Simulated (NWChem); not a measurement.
Plane-wave run on MgCl$_{2}$ (rutile type)

```
CELL_PARAMETERS angstrom
      5.87321     0.00000     0.00000
      0.00000     5.87321     0.00000
      0.00000     0.00000     3.78238
ATOMIC_POSITIONS crystal
  Mg 0.00000 0.00000 0.00000
  Mg 0.50000 0.50000 0.50000
  Cl 0.30496 0.30496 0.00000
  Cl 0.80496 0.19504 0.50000
  Cl 0.19504 0.80496 0.50000
  Cl 0.69504 0.69504 0.00000
```

The numbers come from NWChem runs, not from measurements. Origin of the cell: lattice set by a structure generator, not relaxed at this level; this structure type may not be the compound's usual one.

Norm-conserving pseudopotentials with valence charges Mg 2, Cl 7, fixed occupations, no spin-orbit coupling, density cut at twice the wavefunction cutoff.

Q: At a cutoff of 25 Ha and the same cell, LDA (Vosko), Troullier-Martins gives a direct gap along this path of 4.23 eV at Γ. What does revPBE, Troullier-Martins give?

A: It gives a direct gap along this path of 4.76 eV at Γ.
